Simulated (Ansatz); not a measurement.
CH8O3Si2, singlet, geometry from GFN2-xTB; CASSCF(4,6)/STO-3G in Ansatz (a quantum-chemistry and plane-wave program).

Input for Ansatz:
Ansatz 0.2 input:
```yaml
crystal:
  periodic: [false, false, false]
  atoms:
    - {symbol: Si, position_ang: [2.20781448, 0.38885035, -0.71758336]}
    - {symbol: O, position_ang: [0.65338416, 0.51823551, -0.29675320]}
    - {symbol: Si, position_ang: [-0.74375700, -0.10316364, 0.27408372]}
    - {symbol: C, position_ang: [-1.38392606, -1.42306807, -0.91426530]}
    - {symbol: O, position_ang: [-1.74408339, 1.16421220, 0.50186797]}
    - {symbol: O, position_ang: [-0.54972507, -0.80892206, 1.71722778]}
    - {symbol: H, position_ang: [2.35101097, -0.70665604, -1.67751178]}
    - {symbol: H, position_ang: [2.49873336, 1.69082628, -1.31632622]}
    - {symbol: H, position_ang: [3.00324771, 0.13718208, 0.48424092]}
    - {symbol: H, position_ang: [-2.39859306, -1.71383906, -0.66426770]}
    - {symbol: H, position_ang: [-0.76673617, -2.31362287, -0.87135987]}
    - {symbol: H, position_ang: [-1.38007968, -1.06934570, -1.94087434]}
    - {symbol: H, position_ang: [-1.87139679, 1.79478772, -0.20067543]}
    - {symbol: H, position_ang: [-0.50604014, -0.26874345, 2.50262109]}
basis:
  gaussian:
    orbitals: STO-3G
hamiltonian:
  xc: hf
magnetization: {spin_polarized: false}
correlation: {active_space: {window: {electrons: 4, orbitals: 6}}}
```

The log (banner, timings and long lists left out):

```
Functional definition: HF
588 factors; integrals over basis functions are off by at most 3.8e-5 eV
mean field evaluation 1: about -22715.1899 eV, gradient 3.1e1 eV
mean field evaluation 2: about -22715.3268 eV, gradient 3.2e1 eV
mean field evaluation 4: about -22718.6884 eV, gradient 1.5e0 eV
mean field evaluation 8: about -22718.6971 eV, gradient 1.4e-5 eV
mean field -22718.69706644 eV, -834.8967179059 hartree, gradient 1.1e-6 eV, S^2 0.000000; 0 other end points of the search recorded, 0 dependent functions left out
reference -22718.69706644 eV, -834.8967179059 hartree; 33, 33 occupied and 13, 13 virtual orbitals, 588 factors
state -22719.50542219 eV, -834.9264244314 hartree
Total energy: -22719.50542219 eV, -834.9264244314 hartree
```
